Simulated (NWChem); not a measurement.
System: TaOF2 cation; SMILES [O]=[Ta+]([F])[F]

This spin state was assumed; another may lie lower. def2 effective core potentials on Ta; no spin-orbit coupling.

Give the equilibrium geometry at PBE-D3(BJ)/def2-SVP with def2 effective core potentials on Ta (NWChem) as a Z-matrix, with the point group.

point group Cs; any orientation.
```
Ta
O 1 1.6982
F 1 1.8365 2 102.64
F 1 1.8365 2 102.64 3 108.85
```
